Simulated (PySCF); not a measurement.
## Electronic structure of Ne⁺ (neon, charge +1) at the UHF level

Configuration: [He] 2s2 2p5, 2P determinant. Calculation: PySCF 2.14, in def2-SVP; no relativity, point nucleus.

- Total energy: -127.648288 hartree
- One-electron energy: -174.7840 hartree
- Hartree (Coulomb) energy: 58.7523 hartree
- Exchange energy: -11.6166 hartree
- Kinetic energy: 127.74440 hartree
- ⟨S²⟩: 0.7519
- ⟨L²⟩: 2.005
- Sum of ⟨r⟩: 6.473 bohr
- Sum of ⟨r²⟩: 6.937 bohr²
- Traceless quadrupole moment −½Σ⟨3z² − r²⟩ along its main axis: 0.432 e·bohr²
- Density at the nucleus (Gaussians lack the cusp): 563 bohr⁻³
- Spin density at the nucleus: 0.684 bohr⁻³
- Langevin diamagnetic susceptibility: -5.49 ×10⁻⁶ cm³/mol
- Time after the integrals: 0.04 s of wall time on 1 thread of Neoverse-V2 (shared host)

```json
{"shell": "1s α", "electrons": "1", "mean orbital energy (eV)": "-915.61", "spread (eV)": "0", "rms radius, mean of both spins (bohr)": "0.183"}
{"shell": "1s β", "electrons": "1", "mean orbital energy (eV)": "-913.87", "spread (eV)": "0", "rms radius, mean of both spins (bohr)": "0.183"}
{"shell": "2s α", "electrons": "1", "mean orbital energy (eV)": "-73.615", "spread (eV)": "0", "rms radius, mean of both spins (bohr)": "0.957"}
{"shell": "2s β", "electrons": "1", "mean orbital energy (eV)": "-67.537", "spread (eV)": "0", "rms radius, mean of both spins (bohr)": "0.957"}
{"shell": "2p α", "electrons": "3", "mean orbital energy (eV)": "-45.189", "spread (eV)": "3.583", "rms radius, mean of both spins (bohr)": "1.00"}
{"shell": "2p β", "electrons": "2", "mean orbital energy (eV)": "-42.327", "spread (eV)": "0", "rms radius, mean of both spins (bohr)": "1.00"}
```
